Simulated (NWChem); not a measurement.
# PbHI, singlet; SMILES [I][PbH]

```xyz
3

Pb     0.0177    -1.1109     0.0000
H     -1.8603    -1.2211     0.0000
I      0.0077     1.7418     0.0000
```
Atoms are numbered in this order, from 1.

All runs: NWChem. Medium grid unless said otherwise, to which SCAN and Minnesota functionals are sensitive. Low-valent species are run as closed-shell singlets; no triplet was tried in these runs. All runs use the structure optimised with PBE-D3(BJ)/def2-SVP. def2 effective core potentials on I, Pb; no spin-orbit coupling. Total energies of different functionals are on different scales.

```tsv
level	energy (Ha)	highest occupied level (eV)	orbital gap (eV)	dipole (D)
B3LYP/def2-TZVP	-491.3900	-6.58	3.19	3.58
PBE/def2-TZVP	-491.2396	-5.75	1.95	3.31
B97-2/def2-TZVP	-491.7354	-6.55	3.40	3.70
M06-L/def2-TZVP	-491.5103	-5.75	2.27	3.39
LRC-wPBEh/def2-TZVP	-491.2548	-8.50	6.95	3.90
HCTH/407/def2-TZVP	-492.5133	-5.85	1.98	3.46
TPSS/def2-TZVP	-491.0592	-5.85	(withheld)	3.48
PW6B95/def2-TZVP	-491.4986	-6.81	3.71	3.69
```

### Question
Fill in the missing entries.

### Answer

- TPSS/def2-TZVP, orbital gap (eV): 2.15
